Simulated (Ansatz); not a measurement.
`C[O][Al]([OH])[SH]`, relaxed with RKS PBE0-D4/def2-TZVP in Ansatz from a PBE-D4/def2-SVP geometry. The force threshold is 0.005 eV/Å; the program also tests the step.

The species carries charge 0 and has multiplicity 1.

Start:

```xyz
10

C     1.611    1.017   -0.663
O     0.255    0.676   -0.742
Al   -0.837   -0.327    0.089
O    -2.459   -0.288   -0.452
S    -0.092   -1.562    1.755
H     1.731    2.119   -0.559
H     2.140    0.541    0.197
H     2.148    0.714   -1.591
H    -3.172   -0.830   -0.085
H    -1.325   -2.060    2.052
```

**Question.** By how much does the energy fall, and how many steps does the optimiser take? (An estimate is asked.)

**Answer.** Ansatz gave: 1.29 kcal/mol, in 10 steps.

**Question.** Which bonds change most? (An estimate is asked.)

**Answer.** The calculation gave: O2–Al3 from 1.700 to 1.673 Å; Al3–O4 from 1.710 to 1.685 Å; Al3–S5 from 2.203 to 2.183 Å; C1–H8 from 1.114 to 1.095 Å.

**Question.** Give the relaxed structure. (Best estimate.)

**Answer.** Ansatz gave: 
```xyz
10

C     1.596    0.995   -0.650
O     0.236    0.696   -0.755
Al   -0.835   -0.293    0.066
O    -2.437   -0.317   -0.457
S    -0.082   -1.468    1.744
H     1.733    2.069   -0.493
H     2.083    0.467    0.180
H     2.114    0.719   -1.574
H    -3.129   -0.843   -0.063
H    -1.278   -2.024    2.003
```
